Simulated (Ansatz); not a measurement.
Start from `[SiH3][O][In]([Cl])[Cl]` and change one atom or group to get `C[CH2][In]([Cl])[Cl]`.

Ansatz, PBE0-D4/def2-TZVP geometries, multiplicity 1. Each molecule was computed in one conformer, which needn't be the lowest.

Elements past krypton have def2 core potentials.

| property | `[SiH3][O][In]([Cl])[Cl]` |
| --- | --- |
| HOMO energy (PBE/def2-TZVPP) / eV | -7.40 |
| HOMO–LUMO gap (PBE0/def2-TZVPP) / eV | 6.07 |
| HOMO–LUMO gap (ωB97M-V/def2-TZVPP) / eV | 10.32 |
| LUMO energy (ωB97M-V/def2-TZVPP) / eV | -0.79 |
| size of the dipole moment (B3LYP/def2-TZVPP) / D | 0.28 |
| LUMO energy (B3LYP/def2-TZVPP) / eV | -3.05 |

**Question.** Give the same properties after the change, and the shifts. (Estimate.)

**Answer.** Ansatz gave: 
```
                                        property  `C[CH2][In]([Cl])[Cl]`  shift
               HOMO energy (PBE/def2-TZVPP) / eV                   -6.97   0.43
            HOMO–LUMO gap (PBE0/def2-TZVPP) / eV                    6.57   0.50
         HOMO–LUMO gap (ωB97M-V/def2-TZVPP) / eV                   10.33   0.01
           LUMO energy (ωB97M-V/def2-TZVPP) / eV                    0.06   0.85
size of the dipole moment (B3LYP/def2-TZVPP) / D                    4.09   3.81
             LUMO energy (B3LYP/def2-TZVPP) / eV                   -1.90   1.15
```

With PBE0 the HOMO rises by 0.65 eV and the LUMO rises by 1.15 eV, so the gap widens by about 0.50 eV. PBE moves the HOMO by 0.43 eV and ωB97M-V by 0.84 eV. Dipoles are sizes alone; their direction can turn.

B3LYP here is the variant with VWN-RPA as its local correlation; programs differ in this.
